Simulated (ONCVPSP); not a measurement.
## selenium (Se) ONCV: all-electron and pseudo phase curves

| Quantity | Value |
| --- | --- |
| Element | selenium |
| Generator | ONCVPSP 4.0.1 |
| Type | optimised norm-conserving Vanderbilt (ONCV) |
| Functional | PBEsol |
| Relativity | scalar-relativistic |
| Frozen core | [Ar] 3d10 |
| Valence charge | 6 |
| Reference configuration | 4s2 4p4 |
| Partial waves | 4s: rc 1.50 bohr, ncon 4, nbas 8, qcut 3.7 1/bohr, 1 projector; 4p: rc 1.55 bohr, ncon 3, nbas 7, qcut 5.7 1/bohr, 2 projectors, debl 3.8 Ha; d scattering state at 0.24 Ha: rc 1.65 bohr, ncon 4, nbas 8, qcut 6.7 1/bohr, 2 projectors, debl 0.9 Ha |
| Local potential | polynomial inside 1.05 bohr (lpopt 5, dvloc0 6 Ha) |
| Core correction | Teter function, fcfact 3, rcfact 1.4 |

The phase is arctan(r·R′/R) of the radial function R(r), unwrapped; energies in Ha, scanned from -2 to 5 Ha. A pole is an energy at which the radial function vanishes at the test radius. The pseudo phase is shifted by a multiple of π to meet the all-electron one at the reference energy, and phase errors are pseudo minus all-electron; the curves can meet again beyond the range given. Levels narrower than the energy grid can be missing from the lists of poles. Where the grid stepped over a known ghost or core level, its pole and its step of π were put in at the level’s energy.

```json
{"channel": "s", "radius (bohr)": "1.52", "reference energy (Ha)": "-0.64", "poles, all-electron": "2.84", "poles, pseudo": "0.90, 3.77", "unbroken range about the reference energy with phases within 0.05 rad": "below 0.5", "phase error 1 Ha above the reference energy (rad)": "-0.036"}
{"channel": "p", "radius (bohr)": "1.57", "reference energy (Ha)": "-0.24", "poles, all-electron": "3.38", "poles, pseudo": "3.38", "unbroken range about the reference energy with phases within 0.05 rad": "the whole range", "phase error 1 Ha above the reference energy (rad)": "-0.001"}
{"channel": "d", "radius (bohr)": "1.67", "reference energy (Ha)": "0.24", "poles, all-electron": "-1.95, -1.88, 4.20", "poles, pseudo": "-1.16, 4.54", "unbroken range about the reference energy with phases within 0.05 rad": "above -0.9", "phase error 1 Ha above the reference energy (rad)": "+0.000"}
```

Note: ghosts flagged at negative energy: d at -32.4 eV; GHOST(+) flagged for s at 29.7 eV. A true bound ghost makes a file unfit for plane-wave use.

Phases in the p channel:

```
E (Ha)  all-electron  pseudo
 -1.98         0.968   0.962
 -1.80         0.910   0.905
 -1.62         0.840   0.834
 -1.44         0.752   0.747
 -1.26         0.641   0.637
 -1.08         0.503   0.499
 -0.90         0.330   0.328
 -0.72         0.123   0.122
 -0.54        -0.108  -0.108
 -0.36        -0.341  -0.341
 -0.18        -0.554  -0.554
  0.00        -0.735  -0.735
  0.18        -0.880  -0.881
  0.36        -0.996  -0.997
  0.54        -1.089  -1.089
  0.72        -1.163  -1.164
  0.90        -1.224  -1.225
  1.08        -1.274  -1.275
  1.26        -1.317  -1.318
  1.44        -1.353  -1.354
  1.62        -1.385  -1.386
  1.80        -1.413  -1.413
  1.98        -1.437  -1.438
  2.16        -1.459  -1.460
  2.34        -1.479  -1.480
  2.52        -1.498  -1.498
  2.70        -1.514  -1.515
  2.88        -1.530  -1.531
  3.06        -1.545  -1.546
  3.24        -1.560  -1.560
  3.42        -1.573  -1.573
  3.60        -1.587  -1.587
  3.78        -1.600  -1.600
  3.96        -1.613  -1.613
  4.14        -1.626  -1.626
  4.32        -1.639  -1.640
  4.50        -1.652  -1.653
  4.68        -1.666  -1.668
  4.86        -1.680  -1.683
```
